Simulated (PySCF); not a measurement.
NbF3, SMILES [F][Nb]([F])[F] (connectivity only; charge and spin as stated), neutral, multiplicity 3.

Coordinates come from a PBE0-D3(BJ)/def2-TZVP optimisation. The multiplicity is an assumed one; other spin states were not compared. The def2 effective core potentials stand for the cores of Nb; spin–orbit coupling is left out.

The numbers are results of TDA-CAM-B3LYP/def2-SVPD run with PySCF, not measurements.

Vertical excitations. Isolated molecule, no solvent.

Computed UV-visible absorptions:
```json
[
 {"state": "root 1", "energy (eV)": "0.59", "λ (nm)": "2104", "f": "0.000", "main pairs": "α HOMO→LUMO 98 %"},
 {"state": "root 2", "energy (eV)": "1.12", "λ (nm)": "1103", "f": "0.000", "main pairs": "α HOMO−1→LUMO 99 %"},
 {"state": "root 3", "energy (eV)": "1.96", "λ (nm)": "632", "f": "0.000", "main pairs": "α HOMO→LUMO+1 88 %"},
 {"state": "root 4", "energy (eV)": "2.69", "λ (nm)": "461", "f": "0.002", "main pairs": "α HOMO→LUMO+2 88 %"},
 {"state": "root 5", "energy (eV)": "2.78", "λ (nm)": "447", "f": "0.002", "main pairs": "α HOMO−1→LUMO+1 86 %, α HOMO−1→LUMO+4 13 %"},
 {"state": "root 6", "energy (eV)": "3.44", "λ (nm)": "361", "f": "0.007", "main pairs": "α HOMO−1→LUMO+2 90 %"},
 {"state": "root 7", "energy (eV)": "4.39", "λ (nm)": "283", "f": "0.021", "main pairs": "α HOMO→LUMO+3 94 %"},
 {"state": "root 8", "energy (eV)": "4.41", "λ (nm)": "281", "f": "0.000", "main pairs": "α HOMO→LUMO+4 81 %"},
 {"state": "root 9", "energy (eV)": "5.19", "λ (nm)": "239", "f": "0.001", "main pairs": "α HOMO−1→LUMO+4 80 %, α HOMO−1→LUMO+1 13 %"},
 {"state": "root 10", "energy (eV)": "5.23", "λ (nm)": "237", "f": "0.265", "main pairs": "α HOMO−1→LUMO+3 95 %"}
]
```
Unrestricted roots are not spin-pure.
